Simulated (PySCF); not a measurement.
# TlO⁻ at PBE0

Computed with PBE0; PySCF, scalar-relativistic core potentials, basis sets Tl aug-cc-pVDZ-PP with ECP60, O aug-cc-pVDZ.

```json
{
  "state": "¹Σ⁺ (singlet), closed shell",
  "bond length": "2.016 Å",
  "harmonic wavenumber": "614 cm⁻¹",
  "force constant": "3.30 mdyn/Å",
  "rotational constant Be": "0.2794 cm⁻¹",
  "anharmonicity ωexe": "2.62 cm⁻¹",
  "vibration–rotation constant αe": "0.00169 cm⁻¹",
  "well depth De to Tl + O⁻": "3.41 eV",
  "dissociation energy D0": "3.37 eV",
  "HOMO–LUMO gap": "3.22 eV",
  "bond order (Mayer)": "1.33",
  "dipole moment (positive dipole points towards O; it is taken about the centre of mass and depends on that origin)": "-5.48 D"
}
```

These are scalar-relativistic numbers at best; spin–orbit coupling would shift them, the dissociation energy most. For an ion De counts to the pair picked by the measured ionisation energies or electron affinities, which need not be the lowest pair at this level.
